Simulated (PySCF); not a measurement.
**Ionisation energy of Re³⁶⁺ by level of theory**

Re³⁶⁺ [Kr] 4d3 [4d3/2^3, M_J = 3/2] → Re³⁷⁺ [Kr] 4d2 [4d3/2^2, M_J = 2], as a difference of total energies. All numbers are calculated (PySCF 2.14, the two-component X2C-1e Hamiltonian, in an even-tempered Gaussian basis (17 s from 3.9 bohr⁻², ratio 2.8; 14 p from 5.1 bohr⁻², ratio 2.8; 9 d from 5.1 bohr⁻², ratio 2.8; 3 f from 19 bohr⁻², ratio 3)). Correlated levels: [Ar] 3d10 frozen; the 92 highest virtual spinors dropped. "Screened" scales the spin-orbit matrix elements by Boettger's factors to mimic the two-electron term; Breit and QED terms are absent.

| method | ionisation energy (eV) |
| --- | --- |
| GHF (spin-free) | 1576.6 |
| GMP2 (spin-free) | 1576.6 |
| GHF (screened spin-orbit) | 1583.6 |
| GMP2 (screened spin-orbit) | 1584.1 |

Breit and QED terms and the two-electron picture change are absent.

The spin-free rows relax to the high-spin LS determinant and lack the spin-orbit shift.

The labels give the starting determinants; with spin-orbit coupling the two ends relaxed to ⟨J²⟩ = 3.79, ⟨L²⟩ = 7.91, ⟨S²⟩ = 2.17 and ⟨J²⟩ = 6.02, ⟨L²⟩ = 10.25, ⟨S²⟩ = 1.58.

For comparison: 1583 ± 5 eV (theoretical estimate listed by NIST; NIST Atomic Spectra Database, ionization energies).
